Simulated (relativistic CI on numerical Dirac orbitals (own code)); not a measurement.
**Slater and spin-orbit integrals, Sm XLVII**

Computed by Dirac-Coulomb-Breit CI, separate exchange-only KLI orbitals for each configuration, a model potential for QED, unscaled Slater integrals (own radial code, finite nucleus).

Slater integrals F^k, G^k are unscaled and averaged over j, outside the closed core [Ne]; ζ comes from projecting the Hamiltonian with its Breit term on Σ l·s of the shell.

- 3s2.3p4: F^2(3p,3p) = 433440, ζ(3p) = 818380 cm⁻¹; <r>(3p) = 0.2269, <r^2>(3p) = 0.0595 (bohr units).
- 3s.3p5: G^1(3s,3p) = 547710, ζ(3p) = 818170 cm⁻¹; <r>(3s) = 0.2331, <r^2>(3s) = 0.062, <r>(3p) = 0.227, <r^2>(3p) = 0.05957 (bohr units).
- 3s2.3p3.3d: F^2(3p,3p) = 433100, ζ(3p) = 817560, F^2(3p,3d) = 436410, G^1(3p,3d) = 454140, G^3(3p,3d) = 306780, ζ(3d) = 111280 cm⁻¹; <r>(3p) = 0.227, <r^2>(3p) = 0.0596, <r>(3d) = 0.2006, <r^2>(3d) = 0.04644 (bohr units).

Averages of the first 10 configurations, taken without configuration mixing, which lowers the lowest level and can move excited configurations by several eV; other configurations of the list can lie among them:

```
Configuration  Parity  States  Average energy above the lowest level (eV)
      3s2.3p4    even      15                                       111.5
       3s.3p5     odd      12                                       367.9
   3s2.3p3.3d     odd     200                                       376.6
          3p6    even       1                                       643.1
    3s.3p4.3d    even     300                                       625.0
       3p5.3d     odd      60                                       892.1
   3s.3p3.3d2     odd    1800                                       889.3
3s2.3p2.3d.4p     odd     900                                      2198.1
       3p5.4s     odd      12                                      2353.2
 3s.3p3.3d.4s     odd     800                                      2339.5
```
